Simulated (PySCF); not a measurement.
## Simulated absorption spectrum

C₂H₁₀N₂Si.
Cartesian coordinates in Å at the PBE0-D3(BJ)/def2-SVP level; atoms count from 1:
```xyz
15
C2H10N2Si angstrom
C     -2.723    0.275   -0.085
N     -1.320    0.598   -0.034
Si    -0.032   -0.461    0.407
N      1.360   -0.022   -0.512
C      2.733   -0.079   -0.079
H     -3.213    0.701   -0.979
H     -2.850   -0.817   -0.142
H     -3.294    0.618    0.799
H     -1.118    1.591   -0.067
H     -0.619   -1.827    0.189
H      0.466   -0.412    1.825
H      1.241    0.110   -1.510
H      3.299    0.819   -0.385
H      3.285   -0.961   -0.456
H      2.773   -0.122    1.020
```

Method used: PySCF, TDDFT CAM-B3LYP/def2-SVPD, vertical, gas phase, core orbitals frozen in the response.

Computed states:

```
state  E (eV)       f
   S1    6.12  0.0012
   S2    6.16  0.0011
   S3    6.77  0.0005
   S4    6.84   0.038
   S5    7.24   0.045
   S6    7.34   0.021
```

Each state is given a Gaussian of 0.25 eV full width at half maximum, with ε(max) = 2.175×10⁸ f / Δν̃ (Δν̃ the width in cm⁻¹). The width is an assumption, not a result. The curve ends short of the highest state used, and states not computed would add to its high-energy end.

(1) Give the broadened spectrum and its maxima.

(2) Coming from long wavelengths, where does ε first pass 100 L mol⁻¹ cm⁻¹?

(3) On this curve, what absorbance would a 10⁻³ mol/L sample give at 193 nm over a 1 cm path?

(4) Does any computed singlet lie in the visible range?

Answers

(1) 
```tsv
λ (nm)	ε (L mol⁻¹ cm⁻¹)
183.9	2735
185.3	1575
186.7	732
188.1	278
189.5	87
190.9	24
192.3	9
193.7	14
195.0	32
196.4	67
197.8	120
199.2	180
200.6	229
202.0	247
203.4	229
204.8	183
206.2	127
207.6	77
209.0	41
210.4	19
211.8	8
213.2	3
214.5	1
215.9	0
```

Maxima: 202 nm (6.14 eV), ε about 250, made up of S1 (51%) and S2 (49%) (ε in L mol⁻¹ cm⁻¹; maxima over ε = 5, shares over 10%). At its high-energy end, 6.74 eV, the curve is still rising (ε about 2700, from S4).

(2) At about 207 nm (5.99 eV), 0.12 eV below S1.

(3) 193 nm is 6.424 eV, where ε is about 9.8 L mol⁻¹ cm⁻¹, so A = ε c l ≈ 0.0098 (Beer–Lambert, with the gas-phase spectrum and the assumed width).

(4) No computed singlet lies in the visible range (380 to 750 nm); the lowest, at 203 nm, stands 2.85 eV above its violet end (3.26 eV).

One conformer stands for the species.

Without π bonds the low states are Rydberg-like; a valence basis with one diffuse set may place them up to an eV too high.
